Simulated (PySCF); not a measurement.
**A series of derivatives of C1=C[SiH2]C=C[SiH2]1**

Parent skeleton `[CH:1]1=[CH:2][SiH2:3][CH:4]=[CH:5][SiH2:6]1`; one hydrogen on atom 1 is replaced by X. Hydrogens on one atom are averaged.

One averaged value for each set of equivalent atoms, one conformer, isolated molecule, no relativistic terms. PBE0/pcSseg-1 with gauge-including orbitals; geometry from PBE0-D3(BJ)/def2-SVP; PySCF 2.14.

Shifts are taken against calculated references (same method and geometry level): TMS for ¹³C (σ = 184.41 ppm) and ²⁹Si (σ = 351.99 ppm) and ¹H (σ = 31.27 ppm).

Parent (X = H): C1 154.7, C2 154.7, Si3 -72.0, C4 154.7, C5 154.7, Si6 -72.0, H(C2) 7.25, H(Si3) 4.58, H(C4) 7.25 ppm. Effects are Δδ = δ(X) − δ(H), positive for deshielding.

**Question.** Give Δδ (ppm) for X = OCH3, COCF3, nPr, CH2CF3, N(SiH3)2.

**Answer.** 
```
       X                               SMILES     C1     C2    Si3    C4    C5   Si6  H(C2)  H(Si3)  H(C4)
    OCH3               COC1=C[SiH2]C=C[SiH2]1  +21.4  -55.2  +12.8  +1.7  -2.0  +1.8  -2.37   +0.20  +0.02
   COCF3    O=C(C1=C[SiH2]C=C[SiH2]1)C(F)(F)F   +1.2  +19.1   +4.9  -5.1  +3.7  +0.9  +1.29   +0.21  -0.12
     nPr              CCCC1=C[SiH2]C=C[SiH2]1  +14.2   -9.3   +3.7  +0.2  -0.5  -0.4  -0.49   +0.04  +0.02
  CH2CF3        FC(F)(F)CC1=C[SiH2]C=C[SiH2]1   +2.5   -0.8   +4.9  -2.2  +1.4  +5.3  -0.28   +0.08  -0.01
N(SiH3)2  [SiH3]N([SiH3])C1=C[SiH2]C=C[SiH2]1  +12.4  -37.7  +10.9  +1.4  -3.3  -0.4  -1.84   +0.23  +0.07
```

**Question.** Which position responds most, and to which substituents?

**Answer.** C2: from -55.2 ppm with OCH3 to +19.1 ppm with COCF3.
